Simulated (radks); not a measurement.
The numbers below are computed, except where a source is named.
Spherical jellium clusters: N electrons in a uniform positive sphere of charge N and radius rs N^(1/3), rs = 5.39 bohr. Level of theory: non-relativistic Kohn-Sham, PBE, spin-polarised, spherical densities (a radial shooting solver with Libxc functionals). Levels are named by radial order and angular momentum (1s, 1p, 1d, 2s, ...), and open shells are averaged over m.

N = 5, configuration 1s2 1p(up 3, down 0). This is the lowest configuration that the search found. Occupied levels:

level,occupation,eigenvalue (eV),<r> (bohr)
1s up,1,-3.2876,6.570
1s down,1,-2.8083,5.716
1p up,3,-2.4737,7.607

Energy (eV): total -8.46644, kinetic 5.6940, external -87.536, Hartree 43.475, exchange-correlation -14.385, background 44.286.
